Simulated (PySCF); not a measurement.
# Basis and Hamiltonian dependence of the electron affinity of K

K⁻ [Ar] 4s2 (1S) → K [Ar] 4s1 (2S). Calculated with PySCF 2.14 from differences of total energies of unrestricted determinants, without spin-orbit coupling. Values in eV.

```json
{"basis": "def2-TZVPPD", "Hamiltonian": "non-relativistic", "functions": "36", "UHF": "-0.184", "PBE": "0.466", "PBE0": "0.440", "MP2 (valence)": "0.197", "CCSD(T) (valence)": "0.445", "CCSD(T) (valence and next inner shell)": "0.445"}
{"basis": "aug-cc-pVDZ-X2C", "Hamiltonian": "spin-free X2C", "functions": "36", "UHF": "-0.091", "PBE": "0.526", "PBE0": "0.489", "MP2 (valence)": "0.259", "CCSD(T) (valence)": "0.480", "CCSD(T) (valence and next inner shell)": "n/a"}
{"basis": "ANO-RCC-VTZP", "Hamiltonian": "spin-free X2C", "functions": "38", "UHF": "-0.313", "PBE": "0.378", "PBE0": "0.353", "MP2 (valence)": "0.020", "CCSD(T) (valence)": "0.352", "CCSD(T) (valence and next inner shell)": "n/a"}
{"basis": "x2c-TZVPPall with one added diffuse shell each of s, p, d type", "Hamiltonian": "spin-free X2C", "functions": "42", "UHF": "-0.086", "PBE": "0.513", "PBE0": "0.478", "MP2 (valence)": "0.264", "CCSD(T) (valence)": "0.469", "CCSD(T) (valence and next inner shell)": "0.474"}
{"basis": "aug-cc-pVTZ-X2C", "Hamiltonian": "spin-free X2C", "functions": "59", "UHF": "-0.091", "PBE": "0.523", "PBE0": "0.483", "MP2 (valence)": "0.288", "CCSD(T) (valence)": "0.484", "CCSD(T) (valence and next inner shell)": "n/a"}
{"basis": "dyall-av2z", "Hamiltonian": "non-relativistic", "functions": "66", "UHF": "-0.081", "PBE": "0.516", "PBE0": "0.480", "MP2 (valence)": "0.219", "CCSD(T) (valence)": "0.490", "CCSD(T) (valence and next inner shell)": "n/a"}
{"basis": "def2-QZVPPD", "Hamiltonian": "non-relativistic", "functions": "70", "UHF": "-0.189", "PBE": "0.462", "PBE0": "0.434", "MP2 (valence)": "0.209", "CCSD(T) (valence)": "0.438", "CCSD(T) (valence and next inner shell)": "0.448"}
{"basis": "aug-cc-pwCVTZ-X2C", "Hamiltonian": "spin-free X2C", "functions": "84", "UHF": "-0.088", "PBE": "0.512", "PBE0": "0.477", "MP2 (valence)": "0.298", "CCSD(T) (valence)": "0.491", "CCSD(T) (valence and next inner shell)": "0.493"}
{"basis": "aug-cc-pVQZ-X2C", "Hamiltonian": "spin-free X2C", "functions": "93", "UHF": "-0.082", "PBE": "0.515", "PBE0": "0.479", "MP2 (valence)": "0.307", "CCSD(T) (valence)": "0.493", "CCSD(T) (valence and next inner shell)": "n/a"}
{"basis": "aug-cc-pwCVTZ-X2C with one added diffuse shell each of s, p, d, f type", "Hamiltonian": "spin-free X2C", "functions": "100", "UHF": "-0.081", "PBE": "0.516", "PBE0": "0.480", "MP2 (valence)": "0.302", "CCSD(T) (valence)": "0.493", "CCSD(T) (valence and next inner shell)": "0.495"}
{"basis": "dyall-av3z", "Hamiltonian": "non-relativistic", "functions": "118", "UHF": "-0.080", "PBE": "0.515", "PBE0": "0.479", "MP2 (valence)": "0.282", "CCSD(T) (valence)": "0.494", "CCSD(T) (valence and next inner shell)": "n/a"}
{"basis": "dyall-av3z", "Hamiltonian": "spin-free X2C", "functions": "118", "UHF": "-0.081", "PBE": "0.517", "PBE0": "0.480", "MP2 (valence)": "0.282", "CCSD(T) (valence)": "0.493", "CCSD(T) (valence and next inner shell)": "n/a"}
{"basis": "dyall-acv3z", "Hamiltonian": "non-relativistic", "functions": "135", "UHF": "-0.080", "PBE": "0.515", "PBE0": "0.479", "MP2 (valence)": "0.282", "CCSD(T) (valence)": "0.494", "CCSD(T) (valence and next inner shell)": "n/a"}
{"basis": "dyall-acv3z", "Hamiltonian": "spin-free X2C", "functions": "135", "UHF": "-0.081", "PBE": "n/a", "PBE0": "n/a", "MP2 (valence)": "0.282", "CCSD(T) (valence)": "0.493", "CCSD(T) (valence and next inner shell)": "n/a"}
```

Extrapolation of CCSD(T) (valence) from aug-cc-pVTZ-X2C and aug-cc-pVQZ-X2C: the correlation parts are 0.576 and 0.575 eV; with the X⁻³ form and unrounded values, (4³ × 0.575 − 3³ × 0.576)/(4³ − 3³) = 0.575 eV, and adding the Hartree-Fock value -0.082 eV of the larger basis gives 0.492 eV.

Frozen in the all-electron rows: valence: [Ar]; valence and next inner shell: [Ne].

Non-relativistic rows lack the scalar-relativistic shift.

In most of these bases the highest occupied level of the anion is positive at PBE, PBE0, so the basis helps to hold the electron.

Reference for a calculation without spin-orbit coupling: 0.501 eV (measured; photodetachment measurements, as compiled on the Wikipedia data page of electron affinities).
